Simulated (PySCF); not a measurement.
In(F)2(Vi), SMILES [In]([CH]=C)([F])[F] (C2H3F2In) (PBE0/def2-SVP optimised geometry):

```
8

In     0.120    -1.042     0.000
F     -0.531    -2.882     0.005
F      2.076    -1.042     0.000
C     -0.982     0.759     0.000
C     -0.354     1.939     0.021
H     -2.076     0.710    -0.016
H     -0.915     2.882     0.022
H      0.738     2.030     0.037
```

Method: PBE0/def2-TZVP, def2 effective core potentials past Kr in PySCF.

Task: What are the frontier orbital energies and the dipole moment?

Result: HOMO-2 -10.12 eV, HOMO-1 -9.08 eV, HOMO -8.98 eV, LUMO -1.87 eV, LUMO+1 -1.78 eV; dipole moment 4.65 D.

On the same geometry PBE/def2-TZVP, def2 effective core potentials past Kr (PySCF) gives HOMO-2 -8.15 eV, HOMO-1 -7.82 eV, HOMO -7.66 eV, LUMO -2.71 eV, LUMO+1 -2.70 eV; dipole moment 4.50 D.
